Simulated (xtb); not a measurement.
In(Et)2 (C4H10In), SMILES C[CH2][In+][CH2]C, charge +1. All values are semi-empirical tight-binding results from xtb (GFN2-xTB unless named), good for trends rather than for accurate numbers. Coordinates come from a GFN2-xTB optimisation. The multiplicity is an assumed one; other spin states were not compared. The isomer is the one that the SMILES or the coordinates give; other isomers of the formula were not compared. The values are those of a single conformer.

Optimised geometry:

Bond lengths (Å): In1–C2 2.403, In1–C9 2.403, C2–C3 1.502, C2–H4 1.091, C2–H5 1.091, C3–H6 1.092, C3–H7 1.092, C3–H8 1.094, C9–C10 1.502, C9–H11 1.091, C9–H12 1.091, C10–H13 1.092, C10–H14 1.092, C10–H15 1.094. Angles (°): C2–In1–C9 179.7, In1–C2–C3 111.0, In1–C2–H4 102.7, In1–C2–H5 102.7, C3–C2–H4 113.7, C3–C2–H5 113.7, H4–C2–H5 112.0, C2–C3–H6 112.1, C2–C3–H7 112.1, C2–C3–H8 108.5, H6–C3–H7 109.5, H6–C3–H8 107.2, H7–C3–H8 107.3, In1–C9–C10 111.2, In1–C9–H11 102.5, In1–C9–H12 102.6, C10–C9–H11 113.7, C10–C9–H12 113.7, H11–C9–H12 112.0, C9–C10–H13 112.0, C9–C10–H14 112.1, C9–C10–H15 108.5, H13–C10–H14 109.6, H13–C10–H15 107.2, H14–C10–H15 107.2.
Charge +1, spin multiplicity 1.

A frequency run showed that this geometry is not a minimum.

For metal compounds this method's bond lengths and energies can be far off.

Question: Estimate the properties. (An estimate is asked for; the answer gives what the named calculation found.)

Answer: 
```json
{
  "point_group_as_xtb_finds_it": "C2h",
  "orbital_gap": "1.68 eV"
}
```

Question: Give the atomic charges and the Wiberg bond orders between heavy atoms. (The exact figures need the calculation; the answer reports its results.)

Answer: charges (e) In1 0.40, C2 -0.09, C3 -0.12, H4 0.11, H5 0.11, H6 0.09, H7 0.09, H8 0.11, C9 -0.09, C10 -0.12, H11 0.11, H12 0.11, H13 0.09, H14 0.09, H15 0.11. Bond orders In1–C2 0.60, C2–C3 1.05, In1–C9 0.60, C2–C9 0.40, C9–C10 1.05.
